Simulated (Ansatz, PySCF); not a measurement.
H$_{3}$O$_{4}$P, charge +1, doublet, at a GFN2-xTB geometry (a state made from the parent by changing its charge; the spin is typed, not shown lowest). Base run: PySCF with MP2/6-31G**.

Input for PySCF:
```python
from pyscf import gto, scf, mp

mol = gto.M(
    atom='''
O     0.558146   -0.027006    1.431865
P     0.036295   -0.004403   -0.027892
O     1.187853   -0.009969   -1.022943
O    -0.888422   -1.232507   -0.228870
O    -0.819452    1.277946   -0.219751
H     1.071066    0.707163    1.787898
H    -0.583272   -2.124719   -0.030598
H    -1.337212    1.415876   -1.021331
''',
    basis='6-31g**',
    charge=1,
    spin=1,
    verbose=4,
)

mf = scf.UHF(mol)
mf.kernel()

pt = mp.MP2(mf)
pt.kernel()
print('E(MP2) = %.10f' % pt.e_tot)
```

The same geometry, method and basis name were run in Ansatz (a quantum-chemistry and plane-wave program) and PySCF, at each program's defaults and at the settings that a row names. The base is PySCF at its defaults. Differences at the defaults can come from grids, fitting, cores and function types together.

```json
[
 {"code and settings": "PySCF, defaults (exact integrals, spherical functions, all electrons correlated)", "ΔE vs base (mEh)": "0.000", "basis functions": "89", "E (Eh)": "-642.49125", "SCF cycles": "32"},
 {"code and settings": "Ansatz, defaults (factorised integrals, Cartesian functions, frozen core)", "ΔE vs base (mEh)": "5.751", "basis functions": "94", "E (Eh)": "-642.48550", "SCF cycles": "-"},
 {"code and settings": "PySCF, frozen core", "ΔE vs base (mEh)": "18.407", "basis functions": "89", "E (Eh)": "-642.47284", "SCF cycles": "32"},
 {"code and settings": "Ansatz, high accuracy, frozen core, Cartesian functions as the basis file defines them", "ΔE vs base (mEh)": "5.738", "basis functions": "94", "E (Eh)": "-642.48551", "SCF cycles": "-"}
]
```

Open shells are given as the SCF converged; they aren't shown to be the lowest states, and a large step between rows can be another state.
